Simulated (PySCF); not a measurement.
GeCl2, SMILES [Ge]([Cl])[Cl] (connectivity only; charge and spin as stated), neutral, multiplicity 1. The structure is a stationary point at PBE0-D3(BJ)/def2-TZVP. The isomer is the one that the SMILES or the coordinates give; other isomers of the formula were not compared.

TDA-LC-ωPBE/def2-SVPD in PySCF puts the lowest singlet excitations at 4.16, 5.19, 5.97, 6.44, 6.60, 7.14 eV.

Task: What are the lowest excitation roots from ADC(2)/aug-cc-pVDZ (PySCF)? (The exact figures need the calculation; the answer reports its results.)

Result: 3.99, 4.81, 5.39, 6.17, 6.19, 6.85 eV. S1 differs by -0.17 eV (second minus first; roots are paired by order, and the bases may differ).
